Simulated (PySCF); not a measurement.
# Correlation energy of Tl (thallium, neutral)

[Xe] 4f14 5d10 6s2 6d1, 2D determinant (an excited configuration). Calculation: PySCF 2.14, in aug-cc-pwCVTZ-DK3 (11s10p8d5f1g, 125 functions); the spin-free X2C one-electron Hamiltonian (Gaussian nucleus). Frozen: [Xe] 4f14 5d10; 3 electrons correlated.

```json
{"level": "CCSD", "correlation energy (mhartree)": "-34.36"}
{"level": "(T)", "correlation energy (mhartree)": "-0.65"}
{"level": "CCSD(T)", "correlation energy (mhartree)": "-35.01"}
```

Diagnostics: T1 = 0.023, D1 = 0.0548, largest double amplitude 0.098.

Spin-orbit coupling, absent here, splits the open shell strongly. The outer electron is Rydberg-like, and this basis confines it to a smaller radius and binds it less than a complete one would.

Cost of the coupled-cluster step: about 80 core-seconds, for 3 correlated electrons.
